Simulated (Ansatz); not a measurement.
Input and output for CH4I2OZr (`[CH3][Zr]([OH])([I])[I]`).

```yaml
crystal:
  periodic: [false, false, false]
  atoms:
    - {symbol: C, position_ang: [-1.121856, 0.716327, -0.032776]}
    - {symbol: Zr, position_ang: [0.779391, -0.170013, -0.263492]}
    - {symbol: O, position_ang: [1.088221, -0.603936, 1.606941]}
    - {symbol: I, position_ang: [0.969703, -2.658953, -1.660581]}
    - {symbol: I, position_ang: [2.253456, 1.711050, -0.970671]}
    - {symbol: H, position_ang: [-1.193105, 0.964718, -1.438005]}
    - {symbol: H, position_ang: [-1.308012, 1.434556, 0.296238]}
    - {symbol: H, position_ang: [-2.362273, -0.146365, -0.250055]}
    - {symbol: H, position_ang: [1.130872, -1.232956, 2.711268]}
basis:
  gaussian: {orbitals: def2-SVPD}
total_charge: 1
magnetization: {spin_polarized: true, initial_magnetization: 1}
hamiltonian: {xc: {name: wB97M-V}}
scf: {lower_state_search: off}
output: {forces: true}
```

```sh
$ ansatz run in.yaml --threads 2 --pin off --events-out ev --progress --plain --max-ram 22528MiB --backend cpu
```

It prints (some lines left out):

```
Functional definition: wB97M-V
1942 factors; integrals over basis functions are off by at most 1.2e-3 eV
607 factors; integrals over basis functions are off by at most 3.4e-5 eV
mean field evaluation 1: about -20596.6058 eV, gradient 6.2e1 eV
mean field evaluation 2: about -20539.3889 eV, gradient 1.2e2 eV
mean field evaluation 4: about -20613.3908 eV, gradient 8.3e0 eV
mean field evaluation 8: about -20613.8083 eV, gradient 5.9e-1 eV
mean field evaluation 16: about -20613.8170 eV, gradient 2.3e-2 eV
mean field -20613.82067509 eV, -757.5439372601 hartree, gradient 2.6e-6 eV, S^2 0.753496; 0 other end points of the search recorded, 0 dependent functions left out
reference -20613.82079277 eV, -757.5439415846 hartree; 40, 39 occupied and 139, 140 virtual orbitals, 1942 factors
Total energy: -20613.82079277 eV, -757.5439415846 hartree
Atom 0 at    -1.121856     0.716327    -0.032776 Å, force     1.467204   -22.534814   -14.961911 eV/Å
Atom 1 at     0.779391    -0.170013    -0.263492 Å, force    -1.836813    -1.781923     3.717144 eV/Å
Atom 2 at     1.088221    -0.603936     1.606941 Å, force     0.249228    -3.214659     3.569085 eV/Å
Atom 3 at     0.969703    -2.658953    -1.660581 Å, force     0.064111    -0.694611    -0.486187 eV/Å
Atom 4 at     2.253456     1.711050    -0.970671 Å, force     1.826054     2.125389    -0.943358 eV/Å
Atom 5 at    -1.193105     0.964718    -1.438005 Å, force     0.625498    -0.430925     3.605972 eV/Å
Atom 6 at    -1.308012     1.434556     0.296238 Å, force    -5.990284    20.802408     9.793815 eV/Å
Atom 7 at    -2.362273    -0.146365    -0.250055 Å, force     3.819876     2.404121     1.225552 eV/Å
Atom 8 at     1.130872    -1.232956     2.711268 Å, force    -0.224875     3.325013    -5.520113 eV/Å
Dipole moment:    -0.459703    -0.945666     0.113913 e Å
Checks for a lower state left out: stability, starts, cluster_reference, orbital_swaps, neighbouring_geometries, increment
```

Hardware: 2 threads of an AMD EPYC 7R13 on a shared host. Wall time 50 s, peak host memory 1.1 GiB.
